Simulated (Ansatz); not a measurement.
Mulliken charges of BBrH$_{2}$S$_{2}$, SMILES `SB(S)Br` from PBE/def2-TZVPP in Ansatz (PBE0-D4/def2-TZVP geometry).

| atom | x (Å) | y (Å) | z (Å) | charge (e) |
| --- | --- | --- | --- | --- |
| S1 | -0.203 | 1.385 | -0.466 | -0.138 |
| B2 | -0.108 | -0.344 | -0.004 | 0.110 |
| S3 | 1.234 | -0.976 | 0.999 | -0.119 |
| Br4 | -1.433 | -1.620 | -0.553 | -0.084 |
| H5 | -1.341 | 1.302 | -1.173 | 0.122 |
| H6 | 1.892 | 0.188 | 1.151 | 0.109 |

Problem. By hand: the dipole of these point charges (1 e Å = 4.8032 D).

Solution. Σ q r = (0.032, 0.203, -0.026) e Å, of length 0.207 e Å = 0.99 D.

Problem. How does the dipole of the full density compare? (An estimate is asked.)

Solution. Ansatz gave: (0.044, 0.229, -0.025) e Å, 1.13 D; the point charges give 0.88 times that, at 2° from its direction.

Point charges leave out the atoms' own dipoles, such as those of lone pairs, and Mulliken's split depends on the basis, so the close match here is no proof of good charges.
